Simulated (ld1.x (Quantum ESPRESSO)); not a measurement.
## revPBE TM semilocal dataset for V (Z = 23), scalar-relativistic all-electron reference.

```json
{"Element": "vanadium", "Generator": "ld1.x (Quantum ESPRESSO) 7.5", "Type": "norm-conserving Troullier–Martins (semilocal form)", "Functional": "revPBE", "Relativity": "scalar-relativistic", "Frozen core": "[Ne]", "Valence charge": "13", "Reference configuration": "3s2 3p6 3d3 4s1 4p0 (charge +1)", "Partial waves": "3s (bound): rc 1.20 bohr; 3p (bound): rc 1.42 bohr; 3d (bound): rc 1.70 bohr; 4f channel at -0.2 Ry: rc 1.50 bohr", "Local potential": "the f channel", "Core correction": "none"}
```

Occupied shells without a wave of their own: 4s. They enter only through the test configuration that unscreens the potential.

- Cutoffs needed: 90 Ry and 140 Ry (the cutoffs (Ry, on a coarse ladder) from which the occupation-weighted sum of valence levels, in a spherical-Bessel basis at the reference potential, stays within 10 and 1 mRy of its value at 400 Ry)
- Ghost test: no extra level below or beside the all-electron valence levels (s, p, d, f tested); the semilocal form is local in each channel, so this says nothing of the separable form that plane-wave codes build from it (spherical-Bessel basis up to 400 Ry, 20 bohr box)
- Largest excitation error: -473 meV (all-electron minus pseudo) for 3s2 3p6 3d2 4s0 4p0, out of 7 test configurations
